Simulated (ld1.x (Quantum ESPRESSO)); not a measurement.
# An all-electron radial function and its pseudo partner (tellurium (Te))

Columns: radius, all-electron u(r) and pseudo u(r) of the 5p shell (level -7.79 eV) of tellurium in the configuration [Kr] 4d10 5s2 5p3.75; PBE, scalar-relativistic, TM scheme, ld1.x (Quantum ESPRESSO) 7.5.

```tsv
r (bohr)	all-electron	pseudo
0.115	0.0233	-0.0029
0.230	-0.2027	-0.0118
0.345	-0.0564	-0.0267
0.460	0.1718	-0.0479
0.575	0.3010	-0.0758
0.690	0.3073	-0.1109
0.805	0.2255	-0.1533
0.920	0.0973	-0.2031
1.035	-0.0460	-0.2597
1.150	-0.1851	-0.3221
1.265	-0.3099	-0.3879
1.380	-0.4159	-0.4543
1.495	-0.5022	-0.5175
1.610	-0.5697	-0.5738
1.725	-0.6200	-0.6201
1.840	-0.6553	-0.6548
1.955	-0.6776	-0.6773
2.070	-0.6888	-0.6887
2.185	-0.6908	-0.6908
2.300	-0.6853	-0.6853
2.415	-0.6737	-0.6737
2.530	-0.6573	-0.6573
2.645	-0.6372	-0.6372
2.760	-0.6144	-0.6144
2.875	-0.5896	-0.5896
2.990	-0.5635	-0.5635
```

How many radial nodes do the two functions have?

The all-electron 5p function has n − l − 1 = 3; the pseudo-wave has 0, since the states of the same l below it are removed with the core.

At about which radius was the pseudo-wave matched?

2.30 bohr. The columns agree to 0.0005 from 1.73 bohr on; several derivatives are matched, so the curves merge somewhat inside the radius.

Is the pseudo-wave norm-conserving?

Yes: the TM scheme keeps the norm inside the radius equal to the all-electron one, which fixes the energy derivative of the logarithmic derivative at the level.
